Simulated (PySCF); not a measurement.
# Electronic structure of [MnF6]2-

[MnF6]2-: Mn(IV) (d3), charge -2. The structure is a PBE0-D3(BJ)/def2-SVP, IEF-PCM water geometry optimised for multiplicity 4; coordination octahedral, point group Oh, metal–donor distances 1.80 Å.

```
7

Mn    0.0000    0.0000    0.0000
F     1.8000    0.0000    0.0000
F    -1.8000    0.0000    0.0000
F     0.0000    1.8000    0.0000
F     0.0000   -1.8000    0.0000
F     0.0000    0.0000    1.8000
F     0.0000    0.0000   -1.8000
```

Method (PySCF 2.14, density fitting): CASSCF(3,5) with orbitals averaged over all microstates of the shell, strongly contracted NEVPT2 on the averaged canonical orbitals; basis x2c-TZVPall on the metal, x2c-SVPall elsewhere; spin-free X2C; IEF-PCM water; spin-orbit coupling by state interaction with the mean-field operator over all roots.

## Spin-free states

```
2S+1  deg.  symmetry  free-ion term  CASSCF / cm⁻¹  NEVPT2 / cm⁻¹  f(ED)          occupations
   4     1      4A2g        4F 1.00              0              0      –  1.0 1.0 1.0 0.0 0.0
   2     2       2Eg        2G 0.63          20831          19274      –  1.0 1.0 1.0 0.0 0.0
   2     3      2T1g        2G 0.41          21937          20290      –  1.0 1.0 1.0 0.0 0.0
   4     3      4T2g        4F 1.00          21344          27062      0  0.7 0.7 0.7 0.5 0.5
   2     3      2T2g        2D 0.48          31008          29322      –  0.9 0.9 0.9 0.1 0.1
   4     3      4T1g        4F 0.59          31389          36268      0  0.6 0.6 0.6 0.6 0.6
   2     1      2A1g        2G 1.00          38193          42509      –  0.7 0.7 0.7 0.5 0.5
   2     3      2T2g        2G 0.55          40434          44433      –  0.7 0.7 0.7 0.5 0.5
   2     3      2T1g        2H 0.57          42091          45952      –  0.7 0.7 0.7 0.5 0.5
   2     2       2Eg        2D 0.51          44703          47692      –  0.7 0.7 0.7 0.5 0.5
   2     3      2T1g        2P 0.39          48312          51340      –  0.6 0.6 0.6 0.6 0.6
   4     3      4T1g        4P 0.59          48953          56647      0  0.4 0.4 0.4 0.9 0.9
   2     3      2T2g        2F 0.50          57050          57920      –  0.6 0.6 0.6 0.6 0.6
   2     1      2A2g        2F 1.00          59776          59312      –  0.7 0.7 0.7 0.5 0.5
   2     3      2T2g        2F 0.32          64711          70060      –  0.4 0.4 0.4 0.9 0.9
   2     3      2T1g        2H 0.69          62177          71065      –  0.3 0.3 0.3 1.0 1.0
   2     2       2Eg        2D 0.58          71028          73321      –  0.5 0.5 0.5 0.8 0.8
   2     3      2T1g        2F 0.72          72900          77460      –  0.4 0.4 0.4 0.9 0.9
   2     3      2T2g        2D 0.83          93902          93140      –  0.4 0.4 0.4 0.9 0.9
   2     2       2Eg        2D 0.73          94414          99062      –  0.2 0.2 0.2 1.2 1.2
```

Energies are counted from the ground state at NEVPT2 level. Weights follow the labels. f(ED) is the electric-dipole oscillator strength from the ground state at the fixed geometry, without vibronic coupling; occupations, where given, run over the ligand-field orbitals from the lowest.

## Magnetism

The ground multiplet follows a spin Hamiltonian with S = 3/2, g = 1.976, 1.976, 1.976, D = 0 (spin-orbit part alone); the lowest levels hold 100 % of the spin-free ground state. μeff is 3.84 μB at 300 K and 3.83 μB at 10 K; the spin-only value is 3.88 μB.

| T / K | χT / cm³ K mol⁻¹ | μeff / μB |
| --- | --- | --- |
| 2 | 1.831 | 3.83 |
| 5 | 1.831 | 3.83 |
| 10 | 1.831 | 3.83 |
| 20 | 1.831 | 3.83 |
| 30 | 1.832 | 3.83 |
| 50 | 1.833 | 3.83 |
| 75 | 1.834 | 3.83 |
| 100 | 1.835 | 3.83 |
| 150 | 1.837 | 3.83 |
| 200 | 1.840 | 3.84 |
| 250 | 1.842 | 3.84 |
| 300 | 1.844 | 3.84 |

Powder magnetisation at 2 K: 0.80 μB at 0.5 T, 1.46 μB at 1 T, 2.29 μB at 2 T, 2.65 μB at 3 T, 2.89 μB at 5 T, 2.94 μB at 7 T.

## Ligand-field fit

```json
{"cm⁻¹": "10Dq", "CASSCF": "20678"}
{"cm⁻¹": "B", "CASSCF": "1068"}
{"cm⁻¹": "B, free ion", "CASSCF": "1329"}
{"cm⁻¹": "C", "CASSCF": "4068"}
{"cm⁻¹": "C, free ion", "CASSCF": "5009"}
{"cm⁻¹": "rms of the fit", "CASSCF": "456"}
```

```tsv
orbital	CASSCF / cm⁻¹	metal share	main function
1	0	0.93	degenerate set
2	0	0.93	degenerate set
3	0	0.93	degenerate set
4	20678	0.81	degenerate set
5	20678	0.81	degenerate set
```

ζ = 348 cm⁻¹, against 412 for the free ion.

Charge-transfer states lie outside this active space and may come lower than some of these levels. NEVPT2 lifts 4T2g from 21344 to 27062 cm⁻¹; on the d shell alone it tends to overshoot states that fill the eg-type orbitals. An active orbital has only 0.74 squared overlap with the free ion's shell, so the metal shell alone is a small active space here. NEVPT2 on the d shell alone tends to put d–d bands too high for such charged or covalently bound ions.

The job took 11 s on one thread of Arm Neoverse V1 (shared host), with 132 basis functions and a peak of 0.52 GiB, launched as `OMP_NUM_THREADS=1 python lf_run.py task.json out`.
